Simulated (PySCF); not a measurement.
From one molecule to another.

First species: C3H11NSSi.
SMILES: `CS[SiH2]N(C)C`

Second species: C₇H₁₀.
SMILES: `C=C1CC/C1=C\C`

Levels: wB97X-D/def2-SVPD for dipole moment, HOMO energy, LUMO energy, HOMO–LUMO gap, static isotropic polarisability and electronic spatial extent ⟨r²⟩ about the centre of nuclear charge; TDDFT wB97X-D/def2-SVPD for lowest singlet excitation; TDA wB97X-D/def2-SVPD for lowest triplet excitation (Tamm–Dancoff); ΔSCF wB97X-D/def2-SVPD for vertical ionisation energy; PBE0-D3(BJ)/def2-SVP for rotational constant A and rotational constant C. Geometries: PBE0-D3(BJ)/def2-SVP. All species are isolated and taken at one optimised geometry, non-relativistic unless stated. Electronic properties by PySCF.

The conformers computed, where there is a choice (atom-mapped SMILES and torsion angles):
- `[CH3:1][S:2][SiH2:3][N:4]([CH3:5])[CH3:6]`: C1–S2–Si3–N4 -146°, S2–Si3–N4–C5 -135°

Values for the first species:

| Quantity | Value |
| --- | --- |
| Dipole moment | 1.24 D |
| HOMO energy | -8.28 eV |
| LUMO energy | 1.86 eV |
| HOMO–LUMO gap | 10.14 eV |
| Lowest singlet excitation | 5.70 eV |
| Lowest triplet excitation (Tamm–Dancoff) | 5.38 eV |
| Static isotropic polarisability | 95.2 au |
| Vertical ionisation energy | 8.33 eV |
| Electronic spatial extent ⟨r²⟩ about the centre of nuclear charge | 1209 bohr² |
| Rotational constant A | 4.929 GHz |
| Rotational constant C | 1.059 GHz |

(1) Estimate the same properties for the second species, and the change in each.

Results:

(1) 
```json
{"property": "dipole moment", "first": "1.24 D", "second": "0.66 D", "second less first": "-0.58 D"}
{"property": "HOMO energy", "first": "-8.28 eV", "second": "-8.00 eV", "second less first": "+0.28 eV"}
{"property": "LUMO energy", "first": "1.86 eV", "second": "0.83 eV", "second less first": "-1.03 eV"}
{"property": "HOMO–LUMO gap", "first": "10.14 eV", "second": "8.83 eV", "second less first": "-1.31 eV"}
{"property": "lowest singlet excitation", "first": "5.70 eV", "second": "5.16 eV", "second less first": "-0.54 eV"}
{"property": "lowest triplet excitation (Tamm–Dancoff)", "first": "5.38 eV", "second": "2.97 eV", "second less first": "-2.41 eV"}
{"property": "static isotropic polarisability", "first": "95.2 au", "second": "88.1 au", "second less first": "-7.1 au"}
{"property": "vertical ionisation energy", "first": "8.33 eV", "second": "8.10 eV", "second less first": "-0.23 eV"}
{"property": "electronic spatial extent ⟨r²⟩ about the centre of nuclear charge", "first": "1209 bohr²", "second": "886 bohr²", "second less first": "-323 bohr²"}
{"property": "rotational constant A", "first": "4.929 GHz", "second": "4.755 GHz", "second less first": "-0.174 GHz"}
{"property": "rotational constant C", "first": "1.059 GHz", "second": "1.415 GHz", "second less first": "+0.356 GHz"}
```

On the first: The 10 singlets span 5.70 to 7.56 eV, and their oscillator strengths add up to 0.22. The ΔSCF ionisation energy exceeds −ε(HOMO) by 0.05 eV with wB97X-D.

On the second: The polarisability is 13.06 Å³ as a volume (1 au = 0.148185 Å³), or 1.69 au for each of the 52 electrons. The 10 singlets span 5.16 to 8.02 eV, and their oscillator strengths add up to 0.58.
